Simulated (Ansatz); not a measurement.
Ansatz (an electronic-structure program) input:

Ansatz 0.2 input:
```yaml
crystal:
  periodic: [false, false, false]
  atoms:
    - {symbol: Ge, position_ang: [-0.00000000, -0.00000000, -0.04826073]}
    - {symbol: H, position_ang: [0.00000000, 0.00000000, 1.54434333]}
basis:
  gaussian:
    orbitals: def2-TZVP
hamiltonian:
  xc: b3lyp
  dispersion: d3bj
total_charge: 1
phonons: {temperatures: {t_min: 298.15, t_max: 298.15, t_step: 100}}
```

Task: Predict the final energy.

Result: -2077.29236 Eh (B3LYP-D3(BJ)/def2-TZVP). The basis has 54 functions.
